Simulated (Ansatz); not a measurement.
Frontier orbitals of I3In (`[I][In]([I])[I]`).

Charge 0, multiplicity 1. Correlated methods include outer-core shells of I, In, which these sets cover unevenly. I, In: def2 effective core potential. All single points use the PBE0-D4/def2-TZVP geometry. Basis def2-TZVPP, Ansatz.

```tsv
functional	HOMO (eV)	LUMO (eV)	gap (eV)
PBE	-6.71	-3.75	2.96
r2SCAN	-7.02	-3.63	3.39
PBE0	-7.85	-3.03	4.82
CAM-B3LYP	-9.07	-2.16	6.91
ωB97M-V	-9.96	-1.27	8.69
```

A quarter of exact exchange (PBE0) shifts PBE's HOMO by −1.14 eV and its LUMO by +0.72 eV; full exchange at long range (ωB97M-V) shifts them by −3.25 and +2.48 eV. The gap opens from 2.96 to 8.69 eV, since occupied levels lose self-interaction and empty ones feel all the electrons.
